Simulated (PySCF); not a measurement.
**Computed vibrations of Ce(NH2)4**

Ce(NH2)4 (singlet). PySCF 2.14.0, RKS PBE0, Ce lcecp-2-SVP with ECP46, N def2-SVP, H def2-SVP; non-relativistic Hamiltonian with scalar-relativistic core potentials where named; density fitting; no spin-orbit coupling. Central differences of gradients.

```xyz
13

Ce    0.0000    0.0000    0.0000
N     1.2748    1.2352    1.3018
H     1.2134    1.3763    2.3090
H     2.1261    1.7012    0.9866
N    -1.2748   -1.3018    1.2352
H    -2.1261   -0.9866    1.7012
H    -1.2134   -2.3090    1.3763
N     1.2748   -1.2352   -1.3018
H     2.1261   -1.7012   -0.9866
H     1.2134   -1.3763   -2.3090
N    -1.2748    1.3018   -1.2352
H    -1.2134    2.3090   -1.3763
H    -2.1261    0.9866   -1.7012
```

Run from Python with OMP_NUM_THREADS=2. Where DIIS fails, smearing, a level shift and second-order steps follow.
It took 4.4 min on 2 threads of Arm Neoverse V1, on a shared host.

**Question.** What are the harmonic wavenumbers and infrared intensities?

**Answer.** Negative numbers are unstable modes, those under 60 cm⁻¹ near the noise; a finer grid moves soft modes by up to 10 cm⁻¹.
```
cm⁻¹  km/mol  symmetry
  70    13.7          
  70    13.6          
  92     2.6          
 133     0.1          
 135     0.0          
 161     8.6          
 161     8.6          
 264     5.1          
 294     0.0          
 417     1.8          
 417     1.8          
 441     0.0          
 461    11.9          
 479     0.0          
 480   157.2          
 480   157.1          
 497   135.3          
 562   276.0          
 566   310.0          
 566   310.0          
 586     0.0          
1513    46.1          
1514    24.4          
1514    24.4          
1515     0.0          
3546    37.4          
3546    37.5          
3547    42.9          
3548     0.0          
3641     8.1          
3641    23.6          
3641    23.6          
3641     0.0
```

**Question.** Is this a minimum?

**Answer.** Yes. Ideal gas at 298.15 K and 1 bar: S = 428.3 J/(mol K), Cp = 168.5 J/(mol K), H − H(0 K) = 32.5 kJ/mol (rigid rotor, harmonic modes, spin degeneracy alone).
